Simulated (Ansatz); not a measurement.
`O[SiH](O)[GeH3]` + `SS` → `S[S][GeH3]` + `O[SiH2]O`  (cleavage of the Ge–Si bond)

Program: Ansatz. Geometries: PBE0-D4/def2-TZVP. ΔE: electronic, gas phase. CBS: MP2 limit from def2 TZ/QZ plus the TZ coupled-cluster correction, frozen cores. This one scheme is used for every species. Functionals use def2-TZVPP. For Ge outer-core shells are correlated without core-valence functions, which leaves a few kJ/mol of doubt a bond. Scalar relativity is left out up to krypton. One conformer a species, not always the lowest.

CCSD(T)/CBS gives -10.6 kcal/mol.

(1) Another level gave -10.1 kcal/mol. Which?
A. BHLYP/def2-TZVPP
B. CAM-B3LYP/def2-TZVPP
C. PBE-D4/def2-TZVPP
D. SCS-MP2/def2-TZVPP

Largest T1 diagnostic among the species: 0.012.

Answers

(1) B. CAM-B3LYP -10.1, PBE-D4 -8.2, SCS-MP2/def2-TZVPP -12.8, BHLYP -11.4 kcal/mol.

At CCSD(T), def2-SVP lies −1.0 kcal/mol from the extrapolated value and def2-TZVPP −0.2 kcal/mol. From BLYP to BHLYP (50 % exact exchange), in def2-TZVPP and without D4, ΔE moves by −2.1 kcal/mol. In def2-TZVPP, CCSD(T) changes the Hartree–Fock value by +3.0 kcal/mol (the triples alone add −0.0 kcal/mol) and MP2 by +1.1 kcal/mol.
